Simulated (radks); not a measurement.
Results of a calculation; reference values are marked as such.
All-electron atom: Cl3+ in [Ne] 3s2 3p1 6f1 (not the ground configuration). Code: a radial shooting solver on a logarithmic mesh with Libxc functionals. Model: scalar-relativistic Kohn-Sham, SCAN, spin-unpolarised, spherical densities, finite nucleus; meta-GGA in the generalised Kohn-Sham scheme; Fermi nuclear charge, rms radius 3.3654 fm.

X-ray form factor f0, the Fourier transform of the density (f0(0) = 14):

sin(theta)/lambda (1/angstrom),f0 (electrons)
0.05,12.854
0.1,12.468
0.15,11.811
0.2,11.060
0.25,10.273
0.3,9.551
0.4,8.331
0.5,7.386
0.6,6.600
0.8,5.200
1,3.985
1.25,2.857
1.5,2.151
2,1.500
